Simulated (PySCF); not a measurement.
Isomers of C2H5N. All species are isolated molecules in the gas phase. One relaxed conformer stands for each flexible species; it need not be the lowest. Strings in code marks are SMILES.

Method: ωB97X-D3(BJ)/def2-TZVP // PBE0-D3(BJ)/def2-TZVP (PySCF). Delta-SCF ions had no search for a lower state. Excitations are Tamm–Dancoff values on a coarser integration grid. The basis has no diffuse functions, so Rydberg states are missing or too high.

```
species      vertical ionisation energy (Delta-SCF) (eV)  S1–T1 gap (TDA) (eV)  HOMO (eV)
-----------  -------------------------------------------  --------------------  ---------
`C=CN`                                              8.45                  2.01          …
`C=NC`                                              9.92                  0.85      -9.89
`[H]/N=C\C`                                        10.22                  0.86          …
```

Task: Complete the blanks.

Result: 
- `C=CN`, HOMO (eV): -8.38
- `[H]/N=C\C`, HOMO (eV): -10.13
